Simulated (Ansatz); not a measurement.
Total energies of AlGaH$_{3}$N.

| atom | x (Å) | y (Å) | z (Å) |
| --- | --- | --- | --- |
| N1 | 0.1469 | -0.5820 | -0.6529 |
| Al2 | -0.0464 | 0.7478 | 0.5138 |
| Ga3 | -0.3914 | -2.3789 | -0.4040 |
| H4 | 0.5882 | -0.3642 | -1.5415 |
| H5 | 0.4443 | 2.2223 | 0.1980 |
| H6 | -0.7416 | 0.3550 | 1.8867 |

Total charge 0; spin multiplicity 1. Correlated methods include outer-core shells of Ga, which these sets cover unevenly. Scalar relativity is left out up to krypton. The bonds changed during the relaxation, so this is another structure than the one it started from. Geometry: relaxed with PBE0-D4/def2-TZVP. Basis def2-TZVPP, Ansatz 0.2.0.

RPA on PBE orbitals: Hartree–Fock energy of these orbitals -2221.38665 Eh, correlation -0.81659 Eh (frozen core).

| functional | energy without D4 (Eh) | D4 term (kJ/mol) |
| --- | --- | --- |
| LDA (SPW92) | -2219.35911 | – |
| PBE | -2223.40850 | -12.7 |
| BLYP | -2223.97314 | -27.4 |
| r2SCAN | -2223.83499 | -2.7 |
| B97M-V | -2223.47527 | – |
| CAM-B3LYP | -2224.00954 | -11.2 |
| LC-ωPBE | -2223.52552 | – |
| ωB97X-V | -2223.66886 | – |
| ωB97M-V | -2223.76618 | – |
| PBE-QIDH | -2223.03395 | – |

(1) Give the same for revPBE, PBE0, B3LYP, r2SCANh, r2SCAN0, HSE06 (plane-wave form), BHLYP, B2PLYP. (Best estimate.)

B3LYP takes the VWN-RPA correlation (the form of Gaussian; ORCA's B3LYP/G). HSE06 is the plane-wave form, built on full-range PBE exchange. The double hybrids freeze the cores in their second-order part.

Answers

(1) Ansatz gave: 
```json
{"functional": "revPBE", "energy without D4 (Eh)": "-2223.69708", "D4 term (kJ/mol)": "-33.0"}
{"functional": "PBE0", "energy without D4 (Eh)": "-2223.47051", "D4 term (kJ/mol)": "-10.7"}
{"functional": "B3LYP", "energy without D4 (Eh)": "-2223.99008", "D4 term (kJ/mol)": "-21.0"}
{"functional": "r2SCANh", "energy without D4 (Eh)": "-2223.81846", "D4 term (kJ/mol)": "-3.0"}
{"functional": "r2SCAN0", "energy without D4 (Eh)": "-2223.79488", "D4 term (kJ/mol)": "-3.4"}
{"functional": "HSE06 (plane-wave form)", "energy without D4 (Eh)": "-2223.46097", "D4 term (kJ/mol)": "-10.2"}
{"functional": "BHLYP", "energy without D4 (Eh)": "-2223.85481", "D4 term (kJ/mol)": "-19.1"}
{"functional": "B2PLYP", "energy without D4 (Eh)": "-2223.38679", "D4 term (kJ/mol)": "–"}
```

LC-ωPBE has ω = 0.4 bohr⁻¹.
